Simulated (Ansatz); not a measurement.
A made-up structure of GaH$_{4}$SO (charge +1), closed shell:

O1  (0.260, -0.011, 0.686)
Ga2  (-1.255, 0.072, -0.624)
S3  (1.967, -0.124, -0.594)
H4  (-1.126, 0.053, -2.148)
H5  (-2.732, 0.165, -0.236)
H6  (-0.179, 0.022, 1.550)
H7  (2.823, -0.169, 0.447)
(Å)

It is relaxed with PBE-D4/def2-SVP and then PBE0-D4/def2-TZVP (Ansatz 0.2.0). Atoms count as bonded within 1.22 times the sum of their covalent radii (H–H: 0.88 Å). The end point is not checked to be a true minimum.

(1) Does its bonding change? (A judgement: the text doesn't fix the answer.)

Answers

(1) Computed: Yes. Formed: O1–S3; broken: none.

Where it ends: The first stage lowers the energy by 2.23 eV in 20 steps. It ends as GaH₄SO ([SH][OH][GaH2]), total charge +1:
```xyz
7
angstrom
O 0.2138 0.2242 0.4146
Ga -1.3649 -0.0435 -0.7899
S 1.8405 0.4362 -0.0800
H -0.7130 -0.2280 -2.1625
H -2.5361 0.0486 0.1972
H 0.1110 0.4128 1.3595
H 2.2059 -0.8421 0.1432
```

Labels in which every atom is bracketed show which atoms are joined, not bond orders.

For scale, one of the runs: PBE0-D4/def2-TZVP relaxation, 140 basis functions, launched by `ansatz run in.yaml --threads 2 --pin off --events-out ev --progress --plain --max-ram 4352MiB`. The run took about 29 s on 2 CPU threads of an Arm Neoverse V1 (shared host).
